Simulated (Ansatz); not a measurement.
Geometry optimisation, Ansatz 0.2.0, RKS PBE0/def2-mTZVP.

The input (input.yaml):

```yaml
crystal:
  periodic: [false, false, false]
  atoms:
    - { symbol: Mg, position_ang: [-0.8507, 0.2028, -0.782] }
    - { symbol: F, position_ang: [-0.8468, -0.6933, 1.3874] }
    - { symbol: Cl, position_ang: [-2.4209, -0.3525, -2.076] }
    - { symbol: H, position_ang: [0.276, -0.7721, 0.9597] }
    - { symbol: O, position_ang: [1.2456, -0.5422, 0.1674] }
    - { symbol: O, position_ang: [0.9691, 0.85, -0.1008] }
    - { symbol: H, position_ang: [1.6277, 1.3073, 0.4444] }
basis:
  gaussian: { orbitals: def2-mTZVP }
hamiltonian:
  xc: pbe0
relax:
  f_tol: 0.15
  max_steps: 25
  restrain:
    - { distance: [0, 4], at: 3.37, k: 30.0 }
    - { distance: [3, 1], at: 2.18, k: 30.0 }
    - { distance: [0, 1], at: 1.98, k: 30.0 }
    - { distance: [3, 4], at: 0.97, k: 30.0 }
```

Run as:

```bash
$ ansatz run input.yaml --threads 2 --pin off --max-ram 3072MiB --backend cpu --events-out ev --progress --plain --runs-dir out
```

Where does it end, and by what steps?

It converged. The restraints hold the end off the free minimum. After 13 steps the energy has fallen by 0.872 eV (the restraints' own energy left out); H7 moved furthest, 1.15 Å. Joined: H4–O5 (1.27 → 0.98 Å).

```csv
step,energy less start (eV),largest force component (eV/Å),accepted
0,0.0000,2.456,yes
1,0.2194,3.647,yes
2,0.1563,4.200,yes
3,-0.0972,3.255,yes
4,-0.4609,2.023,yes
5,-0.6282,1.871,yes
6,-0.7306,1.814,yes
7,-0.7809,1.837,yes
8,-0.8043,1.716,yes
9,-0.8326,1.774,yes
10,-0.8564,1.859,yes
11,-0.8696,1.875,yes
12,-0.8728,1.880,yes
13,-0.8721,1.779,yes
```

```xyz
7
Properties=species:S:1:pos:R:3
Mg -1.395 -0.232 -0.435
F -1.103 -1.044 1.286
Cl -2.273 0.655 -2.258
H 0.995 -0.487 1.438
O 1.682 -0.106 0.859
O 0.835 0.204 -0.281
H 1.260 1.010 -0.608
```

Time of the run: 18 s on 2 threads of Intel(R) Xeon(R) 6975P-C (Granite Rapids), on a shared host, peak memory 0.24 GiB.
